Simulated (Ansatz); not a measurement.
`CBCN` + NH₃ → `CBN` + CH₃NH₂ at 298.15 K and 1 bar (ligand exchange at a B–C bond).

Computed with Ansatz on PBE0-D4/def2-TZVP structures; ΔE is electronic, products minus reactants. CCSD(T)/CBS adds triple-zeta CCSD(T) − MP2 to the extrapolated MP2 energy (def2 sets, frozen cores). This one scheme is used for every species. Each species was taken in one conformer, which may not be the lowest.

| species | CCSD(T)/CBS energy (Eh) | H − E (kJ/mol) | S (J/(mol·K)) |
| --- | --- | --- | --- |
| `CBCN` | -160.40477 | 288.4 | 317.7 |
| NH₃ | -56.50880 | 100.5 | 192.4 |
| `CBN` | -121.21267 | 215.9 | 273.6 |
| CH₃NH₂ | -95.75281 | 180.0 | 240.4 |

H − E and S are ideal-gas, rigid-rotor, harmonic terms from PBE0-D4/def2-TZVP, for one conformer and one mirror image of each species. 1 Eh = 2625.50 kJ/mol, R = 8.31446 J/(mol·K).

**Question.** By hand: ΔE, ΔH, ΔS and ΔG.

**Answer.** ΔE = (-121.21267) + (-95.75281) − (-160.40477) − (-56.50880) = -0.05191 Eh = -136.3 kJ/mol. Δ(H − E) = 215.9 + 180.0 − 288.4 − 100.5 = 7.0, so ΔH = -129.3 kJ/mol. ΔS = 273.6 + 240.4 − 317.7 − 192.4 = 3.9 J/(mol·K). ΔG = -129.3 − 298.15 × (3.9)/1000 = -130.5 kJ/mol.

**Question.** By hand: the equilibrium constant, and the temperature at which ΔG would vanish if ΔH and ΔS stayed fixed.

**Answer.** log₁₀ K = −ΔG/(RT ln 10) = 22.9. ΔH and −TΔS have one sign here, so there is no such temperature.

The number of gas molecules stays the same, so ΔS is small and ΔH decides. A doubt of 5 kJ/mol in ΔE shifts log₁₀ K by 0.9 here. Other conformers and mirror images would add mixing entropy, several J/(mol·K) or more a flexible species. These are equilibria of isolated gas molecules and say nothing of rates. Largest T1 diagnostic: 0.011 (customary marks: 0.02 for closed shells, 0.045 for open ones).

ΔS is within the doubt of such terms, so its sign, and with it that verdict, could turn.
